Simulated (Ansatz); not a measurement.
Scan of the O1–H4 bond length

GaH5O (SMILES [OH2+][GaH3-]), closed shell, at its PBE0-D4/def2-TZVP minimum:

O1  (-0.245, -1.218, -0.170)
Ga2  (0.157, 0.941, -0.136)
H3  (-0.953, -1.404, 0.455)
H4  (0.532, -1.694, 0.141)
H5  (0.082, 1.251, -1.673)
H6  (-1.085, 1.266, 0.786)
H7  (1.573, 0.790, 0.553)
(Å)

The bond length O1–H4 (0.962 Å at the minimum) is set to the values below, the two halves moving rigidly along the bond. Each method's energies count from its own value at the PBE0-D4 minimum structure. Program: Ansatz 0.2.0. Basis: def2-TZVPP. Cores are frozen in the correlated methods. Filled d shells of the heavier atoms are correlated. The def2 sets are not built for correlating such inner shells, so the correlated values are less sure here. B3LYP uses VWN-RPA correlation.

```
bond length (Å)  CCSD(T) (kJ/mol)  wB97M-V (kJ/mol)
          0.847                 ?              43.7
          0.880              20.4              20.5
          0.929               2.9               2.9
          0.987               1.5               1.5
          1.050              16.2              16.2
          1.119                 ?              44.5
          1.191              81.5              82.2
          1.268                 ?             127.2
          1.347             172.5             175.4
```

Task: Fill in the withheld CCSD(T) values. (Judge from chemistry; the value comes from the calculation.)

Result: Computed: 43.6 kJ/mol at 0.847 Å; 44.3 kJ/mol at 1.119 Å; 125.7 kJ/mol at 1.268 Å. These count from the CCSD(T) energy at the PBE0-D4 minimum.

Largest difference from the CCSD(T) curve over the scan: PBE-D4 15.9; r2SCAN-D4 1.8; PBE0-D4 4.9; B3LYP-D4 3.0 kJ/mol. Each curve counts from its own value at the minimum.

T1 diagnostic: at most 0.014.

For scale, one of the runs: CCSD(T)/def2-TZVPP, 149 basis functions (an equivalent command: `ansatz run in.yaml --threads 2`). The run took 22 s on 2 CPU threads (shared host), with 0.95 GiB of host memory at its peak.
